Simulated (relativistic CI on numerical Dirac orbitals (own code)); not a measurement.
# Sensitivity of the levels of Pt VII to α and to the nuclear radius

Calculated at this level of theory: Dirac-Coulomb-Breit CI, KLI orbitals optimised for each configuration, derivatives by finite differences, unscaled Slater integrals, QED left out (own radial code, finite nucleus).

Configurations in the expansion (outside the closed core [Xe] 4f14): 5d⁴, 5d³6s, 5d³5f, 5d³6p, 5d²6s², 5d³6d, 5d²6s6p, 5d²6p². Levels of other configurations are missing.

With x = (α/α₀)² − 1 an excitation energy changes as ω = ω₀ + qx; K = 2q/ω₀ is the relative enhancement. Terms are leading LS components, so labels can repeat. The field-shift factor is F = δν/δ⟨r²⟩ for the transition from the lowest level.

Lowest level 5d⁴ ⁵D0.

```csv
Level,ω₀ (cm⁻¹),q (cm⁻¹),K,F (GHz/fm²)
5d⁴ ⁵D1,6279.1,11090,3.53,0.56
5d⁴ ⁵D2,11703.7,17450,2.98,0.946
5d⁴ ⁵D3,15890.5,20090,2.53,1.25
5d⁴ ⁵D4,18547.3,17910,1.93,1.34
5d⁴ ³P0,26466.9,16910,1.28,2.83
5d⁴ ³H4,28694.0,17030,1.19,1.4
5d⁴ ³G3,34016.4,16680,0.981,2.15
5d⁴ ³F2,35041.2,15360,0.877,3.37
5d⁴ ³H5,35786.3,21460,1.2,1.93
5d⁴ ³P1,35859.1,21300,1.19,4.5
5d⁴ ³H6,38913.1,22790,1.17,1.96
5d⁴ ³G4,42464.1,25060,1.18,2.77
5d⁴ ³P2,43818.1,22130,1.01,4.32
5d⁴ ³F4,45343.8,28150,1.24,3.23
5d⁴ ³F3,46225.8,21510,0.931,3.42
5d⁴ ³D3,49674.2,29480,1.19,3.64
5d⁴ ¹D2,52198.7,26470,1.01,5.47
5d⁴ ³G5,52779.2,34750,1.32,3.65
5d⁴ ³D1,55367.6,30790,1.11,4.05
5d⁴ ¹I6,55394.4,33670,1.22,3.08
5d⁴ ¹G4,62414.4,32200,1.03,4.07
5d⁴ ³P2,63344.8,29270,0.924,5.8
5d⁴ ¹S0,63358.9,32390,1.02,4.64
```

At this charge configurations can still be misplaced by up to about 7 % of their energy. Terms inside the open d or f shell come out 10 to 20 % too wide with unscaled integrals. Levels and lines within the n = 5 or 6 shells can be off by up to 10 % or somewhat more, and those that change n by about 2 %, since core polarisation is missing.
